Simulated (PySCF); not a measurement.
**Potential energy of Pb₂ along the bond**

Set-up: basis Pb cc-pVDZ-PP with ECP60; scalar-relativistic core potentials; PySCF 2.14. Energies in eV from Pb + Pb in their ground configurations at the same level. State: ³Σg⁻ (triplet), unpaired electrons π ↑↑.

All columns are PBE0.

```csv
R (Å),E (eV),HOMO (eV),LUMO (eV),Mayer bond order,⟨S²⟩
2.491,-1.151,-4.69,-3.35,1.96,2.00
2.606,-1.703,-4.74,-3.19,1.97,2.00
2.722,-2.000,-4.76,-3.06,1.97,2.00
2.809,-2.104,-4.77,-2.97,1.98,2.00
2.896,-2.133,-4.76,-2.89,1.98,2.00
2.983,-2.105,-4.74,-2.82,1.99,2.00
3.099,-2.003,-4.71,-2.74,1.99,2.00
3.244,-1.808,-4.66,-2.65,1.99,2.00
3.417,-1.515,-4.58,-2.70,2.00,2.00
3.649,-1.086,-4.46,-2.86,2.00,2.00
```

Spin–orbit coupling is left out, which matters for elements this heavy, above all for dissociation energies. The state was picked by a PBE0 search and need not be the measured ground state.
